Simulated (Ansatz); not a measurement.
Program: Ansatz. Geometries: PBE0-D4/def2-TZVP. ΔE: electronic, gas phase. CBS: MP2 limit from def2 TZ/QZ plus the TZ coupled-cluster correction, frozen cores. This one scheme is used for every species. Double bonds are as drawn, so ΔE can hold a change between cis and trans. Functionals use def2-TZVPP. One conformer a species, not always the lowest.

Consider the hydrogenolysis of a C–C bond: `C=C(F)/C(F)=C/F` + H₂ → `C=CF` + `F/C=C/F`.

CCSD(T)/CBS gives -0.23 eV.

**Question.** Another level gave -0.23 eV. Which?
A. PBE/def2-TZVPP
B. PBE-D4/def2-TZVPP
C. ωB97X-V/def2-TZVPP
D. BLYP/def2-TZVPP

**Answer.** C. ωB97X-V -0.23, PBE-D4 -0.11, PBE -0.18, BLYP -0.29 eV.

Largest T1 diagnostic among the species: 0.013.

From PBE to PBE0 (25 % exact exchange), in def2-TZVPP and without D4, ΔE moves by −0.04 eV. In def2-TZVPP, CCSD(T) changes the Hartree–Fock value by +0.25 eV (the triples alone add +0.07 eV) and MP2 by +0.32 eV. Leaving LDA and LC-ωPBE aside and taking each functional with its dispersion term where it has one, the values, not all of them listed here, spread over 0.19 eV, from B2PLYP to revPBE-D4. LDA lies +0.19 eV from PBE without D4.
